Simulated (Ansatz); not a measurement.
Geometry optimisation, RKS B3LYP-D4/def2-SVP (Ansatz 0.2.0).

The input (input.yaml):

```yaml
crystal:
  periodic: [false, false, false]
  atoms:
    - { symbol: B, position_ang: [-0.865515, 0.556509, -0.532609] }
    - { symbol: "N", position_ang: [1.715207, -0.392236, 0.224011] }
    - { symbol: F, position_ang: [-0.963033, -0.411132, -1.42615] }
    - { symbol: F, position_ang: [-0.322348, 1.708128, -0.882207] }
    - { symbol: H, position_ang: [1.004561, -0.347296, 0.953275] }
    - { symbol: Se, position_ang: [-1.69024, 0.385692, 1.29565] }
    - { symbol: H, position_ang: [1.827159, 0.536227, -0.178556] }
    - { symbol: H, position_ang: [1.399162, -1.027282, -0.505386] }
    - { symbol: H, position_ang: [-2.104853, -1.008609, 1.051973] }
basis:
  gaussian: { orbitals: def2-SVP }
hamiltonian:
  xc: b3lyp
  dispersion: d4
relax:
  f_tol: 0.03
  max_steps: 50
```

Command:

```bash
$ ansatz run input.yaml --threads 2 --pin off --max-ram 3072MiB --backend cpu --events-out ev --progress --plain --runs-dir out
```

Question: Where does it end, and by what steps?

Answer: It converged. After 7 steps the energy has fallen by 0.051 eV; H5 moved furthest, 0.28 Å.

| step | energy less start (eV) | largest force component (eV/Å) | accepted |
| --- | --- | --- | --- |
| 0 | 0.0000 | 0.723 | yes |
| 1 | -0.0351 | 0.379 | yes |
| 2 | 0.0148 | 0.671 | no |
| 3 | -0.0289 | 0.437 | no |
| 4 | -0.0481 | 0.157 | yes |
| 5 | -0.0493 | 0.060 | yes |
| 6 | -0.0500 | 0.041 | yes |
| 7 | -0.0507 | 0.017 | yes |

```xyz
9
Properties=species:S:1:pos:R:3
B -0.953 0.551 -0.503
N 1.856 -0.406 0.176
F -0.972 -0.443 -1.375
F -0.376 1.688 -0.854
H 1.269 -0.423 1.009
Se -1.832 0.434 1.237
H 1.861 0.550 -0.177
H 1.410 -0.992 -0.529
H -2.263 -0.959 1.016
```

Time of the run: 16 s on 2 threads of Intel(R) Xeon(R) 6975P-C (Granite Rapids) (shared host), peak memory 0.27 GiB.
